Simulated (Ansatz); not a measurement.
Ansatz (a first-principles code) input:

Ansatz 0.2 input:
```yaml
crystal:
  periodic: [false, false, false]
  atoms:
    - {symbol: C, position_ang: [-0.86760360, 1.59371375, -1.19011520]}
    - {symbol: Ge, position_ang: [-0.14949652, 0.11122006, -0.37622809]}
    - {symbol: C, position_ang: [1.58625197, -0.50701631, -1.10616937]}
    - {symbol: C, position_ang: [-1.36534484, -1.44510590, -0.21065123]}
    - {symbol: Cl, position_ang: [0.57384788, 0.07605532, 1.97105361]}
    - {symbol: H, position_ang: [-1.84887687, 1.90831007, -0.83610342]}
    - {symbol: H, position_ang: [-0.19147389, 2.43507324, -1.33896154]}
    - {symbol: H, position_ang: [1.99299791, -1.29888368, -0.47779628]}
    - {symbol: H, position_ang: [1.45723006, -0.87395377, -2.12663821]}
    - {symbol: H, position_ang: [2.29212666, 0.32463233, -1.11980487]}
    - {symbol: H, position_ang: [-1.60159969, -1.84612461, -1.19858546]}
    - {symbol: H, position_ang: [-2.29279312, -1.13256721, 0.27126550]}
    - {symbol: H, position_ang: [-0.89895747, -2.21801777, 0.39962658]}
basis:
  gaussian:
    orbitals: def2-SVPD
total_charge: -1
magnetization: {spin_polarized: false}
correlation: {method: ccsd_t, electrons: outside_noble_gas}
output: {forces: true}
```

Predict the final energy.

-2653.48960 Eh (CCSD(T)/def2-SVPD). The basis has 189 functions.

It need not be the lowest isomer of its formula. Whether it binds its extra electron was not tested at this geometry.
